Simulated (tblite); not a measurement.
Isomers of C7H14N2Si. Level: GFN2-xTB in tblite, geometry and Hessian alike; calculated harmonic values, unscaled, isolated species. This tight-binding method is rough: wavenumbers can miss measured ones by several per cent, in bad cases by 10 to 20. Modes of hydrogen on silicon can be 10 to 20 % off. One conformer each.

Electronic energies: GFN2-xTB at the same geometries; isomer energies are rough at this level and their order can be wrong.

```json
{"SMILES": "C#C[Si@@H]1NC[C@@H](C(C)C)N1", "electronic energy, lowest = 0 (kJ/mol)": "0.0"}
{"SMILES": "C=CCN(C)[C@@H]1C=N[SiH2]C1", "electronic energy, lowest = 0 (kJ/mol)": "34.2"}
{"SMILES": "CN(C1CC1)[C@H]1C=N[SiH2]C1", "electronic energy, lowest = 0 (kJ/mol)": "4.7"}
```

Q: How do GFN2-xTB zero-point energies change the relative energies?

A: 
| SMILES | ZPE (kJ/mol) | of it from modes above 1550 cm⁻¹ | electronic (kJ/mol) | with ZPE, lowest = 0 (kJ/mol) | lowest mode (cm⁻¹) | rings |
| --- | --- | --- | --- | --- | --- | --- |
| C#C[Si@@H]1NC[C@@H](C(C)C)N1 | 520.6 | 266.2 | 0.0 | 0.5 | 42 | 1 |
| CN(C1CC1)[C@H]1C=N[SiH2]C1 | 515.4 | 253.5 | 4.7 | 0.0 | 47 | 2 |
| C=CCN(C)[C@@H]1C=N[SiH2]C1 | 511.6 | 262.0 | 34.2 | 25.8 | 42 | 1 |

The zero-point energies span 9.0 kJ/mol, from `C=CCN(C)[C@@H]1C=N[SiH2]C1` to `C#C[Si@@H]1NC[C@@H](C(C)C)N1`. With it `CN(C1CC1)[C@H]1C=N[SiH2]C1` becomes the lowest.

Q: What do entropy and thermal enthalpy add at 298.15 K and 1 bar (rigid rotor, harmonic oscillator, one conformer each)?

A: 
```
                      SMILES  point group  symmetry number  S (J/(mol K))  H − H(0) (kJ/mol)  ZPE + H − H(0) − TS (kJ/mol)
C#C[Si@@H]1NC[C@@H](C(C)C)N1           C1                1          458.9              35.43                         419.2
  CN(C1CC1)[C@H]1C=N[SiH2]C1           C1                1          434.8              31.88                         417.6
  C=CCN(C)[C@@H]1C=N[SiH2]C1           C1                1          447.0              33.33                         411.6
```
